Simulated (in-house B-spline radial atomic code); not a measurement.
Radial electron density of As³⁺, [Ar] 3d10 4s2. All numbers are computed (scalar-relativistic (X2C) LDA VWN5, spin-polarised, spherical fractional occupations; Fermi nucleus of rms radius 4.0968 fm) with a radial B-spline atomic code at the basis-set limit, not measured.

One-electron X2C: radii and densities carry no picture-change correction, so inner-shell <1/r> comes out high (for 1s by about 2 % at Z = 33, 5 % at 54, 10 % at 75, 30 % at 118) and <r> low.

Columns: r (bohr), 4πr²n(r) (electrons per bohr), bar.

```
 0.00162    1.089 #
 0.00196    1.511 #
 0.00239    2.116 ##
 0.00291     2.94 ###
 0.00354     4.05 ####
  0.0043    5.521 #####
 0.00524     7.49 #######
 0.00637       10 #########
 0.00775    13.17 ############
 0.00943    17.02 ################
  0.0115    21.57 ####################
   0.014    26.54 #########################
   0.017    31.52 #############################
  0.0207    36.05 #################################
  0.0251     39.3 ####################################
  0.0306    40.71 ######################################
  0.0372    39.88 #####################################
  0.0452    37.29 ##################################
   0.055    34.27 ################################
   0.067    32.85 ##############################
  0.0815    34.73 ################################
  0.0991    39.77 #####################################
   0.121     45.5 ##########################################
   0.147    47.58 ############################################
   0.178    43.68 ########################################
   0.217    34.93 ################################
   0.264    26.97 #########################
   0.321    24.64 #######################
   0.391    27.65 ##########################
   0.475    30.63 ############################
   0.578    28.74 ###########################
   0.704    21.83 ####################
   0.856    13.69 #############
    1.04    7.557 #######
    1.27    4.098 ####
    1.54    2.495 ##
    1.88    1.499 #
    2.28   0.7675 #
    2.78   0.2798 
    3.38  0.06818 
    4.11  0.01002 
       5 0.0008005 
    6.08 3.132e-05
```

On this grid the curve has 3 maxima, near 0.0306, 0.147, 0.475 bohr.

The 3d down radial function P(r) = rR(r), positive near the nucleus:

| r (bohr) | P |
| --- | --- |
| 0.014 | 0.00131 |
| 0.0207 | 0.003868 |
| 0.0306 | 0.0111 |
| 0.0452 | 0.03046 |
| 0.067 | 0.07929 |
| 0.0991 | 0.1882 |
| 0.147 | 0.3986 |
| 0.217 | 0.7153 |
| 0.321 | 1.052 |
| 0.475 | 1.206 |
| 0.704 | 1.042 |
| 1.04 | 0.6645 |
| 1.54 | 0.2907 |
| 2.28 | 0.07475 |
| 3.38 | 0.008461 |
